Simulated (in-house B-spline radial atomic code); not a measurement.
RPA and G0W0 for neutral ytterbium, [Xe] 4f14 6s2, as one setting changes: the highest l of the empty states. Start: PBE. A dash marks a level of low quasi-particle weight. Computed with an all-electron radial atomic-structure program (B-spline basis): all electrons, scalar-relativistic (spin-free one-electron X2C), finite nucleus, each spin shell either full or empty, empty states to the listed l with an (l + 1/2)⁻⁴ tail; G0W0 by contour deformation at full frequency.

Without the two-electron picture change, the correlation of inner shells comes somewhat too large for so heavy an element.

```json
{"highest l of the empty states": "5", "RPA summed (Eh)": "-5.8201", "RPA extrapolated (Eh)": "-6.6637", "G0W0 level (eV)": "-"}
{"highest l of the empty states": "6", "RPA summed (Eh)": "?", "RPA extrapolated (Eh)": "?", "G0W0 level (eV)": "?"}
{"highest l of the empty states": "7", "RPA summed (Eh)": "-6.2896", "RPA extrapolated (Eh)": "-6.6219", "G0W0 level (eV)": "-"}
{"highest l of the empty states": "8", "RPA summed (Eh)": "?", "RPA extrapolated (Eh)": "?", "G0W0 level (eV)": "?"}
{"highest l of the empty states": "9", "RPA summed (Eh)": "-6.436", "RPA extrapolated (Eh)": "-6.5824", "G0W0 level (eV)": "-"}
{"highest l of the empty states": "10", "RPA summed (Eh)": "-6.4695", "RPA extrapolated (Eh)": "-6.571", "G0W0 level (eV)": "-"}
{"highest l of the empty states": "11", "RPA summed (Eh)": "-6.491", "RPA extrapolated (Eh)": "-6.5633", "G0W0 level (eV)": "-"}
```

Task: What belongs in the row for 8?

Result: RPA summed (Eh): -6.3818; RPA extrapolated (Eh): -6.6005; G0W0 level (eV): -.

Task: What belongs in the row for 6?

Result: RPA summed (Eh): -6.127; RPA extrapolated (Eh): -6.6541; G0W0 level (eV): -.
